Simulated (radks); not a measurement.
Problem. All-electron atom: the nickel ion Ni5+ in [Ar] 3d5 (the NIST ground configuration). All-electron calculation, Dirac Kohn-Sham, PBE, spin-unpolarised, spherical densities, point nucleus; open shells fill j = l - 1/2 first. Program: a radial shooting solver on a logarithmic mesh with Libxc functionals. Some entries of the table are withheld. Estimate them.

orbital  occ.  eigenvalue (hartree)  <r^2> (bohr^2)
1s1/2       2             -305.0612        0.003936
2s1/2       2             -39.47479         0.07070
2p1/2       2             -34.86112         0.05582
2p3/2       4             -34.21905         0.05739
3s1/2       2              -7.26478          0.5954
3p1/2       2                   (1)             (2)
3p3/2       4                   (3)             (4)
3d3/2       4                   (5)          0.7716
3d5/2       1                   (6)          0.7769

Solution. 
(1) 3p1/2 eigenvalue (hartree): -5.83756
(2) 3p1/2 <r^2> (bohr^2): 0.6372
(3) 3p3/2 eigenvalue (hartree): -5.74931
(4) 3p3/2 <r^2> (bohr^2): 0.6513
(5) 3d3/2 eigenvalue (hartree): -3.39465
(6) 3d5/2 eigenvalue (hartree): -3.38265
